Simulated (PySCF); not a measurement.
C₄H₁₀OPSi (doublet state).
Cartesian coordinates in Å at the GFN2-xTB level; atoms count from 1:
```xyz
17
C4H10OPSi angstrom
P      2.986    0.141   -0.721
Si     1.148   -0.333    0.471
C     -0.210   -1.136   -0.594
C     -1.559   -0.597   -0.124
C     -1.603    0.935   -0.181
C     -0.700    1.563    0.809
O      0.561    1.108    0.966
H      3.468   -1.154   -0.675
H      3.723    0.524    0.383
H      1.356   -1.102    1.708
H     -0.074   -0.892   -1.650
H     -0.205   -2.223   -0.519
H     -1.743   -0.920    0.903
H     -2.360   -0.999   -0.749
H     -1.323    1.238   -1.204
H     -2.619    1.292   -0.001
H     -0.852    2.566    1.168
```

The hyperfine couplings belong to this conformer and change with its torsions.

Identity: `P[Si@@H]1CCC[CH]O1` [radical].

Method: UKS B3LYP, pcH-1 on C H O P Si, non-relativistic, mean-field spin-orbit, GIAO (PySCF). The structure is a single GFN2-xTB conformer in the gas phase; no vibrational or solvent corrections. Couplings are sensitive to structure, and on GFN2-xTB geometries they can be far from those on DFT ones. Stability of the SCF solution: not tested.

Match the computed a_iso(13C) values +126.7, +33.7, -22.9, -0.9 MHz with the sites C3; C4; C5; C6.

```
site  a_iso (MHz)  ρ(0) (bohr⁻³)                 position  distance from C6 (Å)  spin population  largest |T| (MHz)
  C3         -0.9        -0.0008          3 bonds from C6                  3.08             0.00                1.1
  C4        +33.7        +0.0300          2 bonds from C6                  2.50            +0.01                4.7
  C5        -22.9        -0.0204           1 bond from C6                  1.48            -0.07                3.0
  C6       +126.7        +0.1127  largest spin population                  0.00            +0.91              156.4
```

ρ(0) is the spin density at the nucleus and T the dipolar tensor; a_iso includes a spin–orbit part; entries for several nuclei are means. The Mulliken spin populations are largest on C6 (+0.91), O7 (+0.09), C5 (-0.07) and H15 (+0.07). C6 is the only atom above +0.15. The positive populations add up to 1.11 and the negative ones to -0.11, together 2S = 1. The angles at C6 add up to 356.5°, so it is nearly planar; its axial dipolar tensor and the negative coupling of its proton fit spin in a p orbital normal to that plane.

Means are taken over nuclei equivalent by connectivity, which assumes that they swap fast.
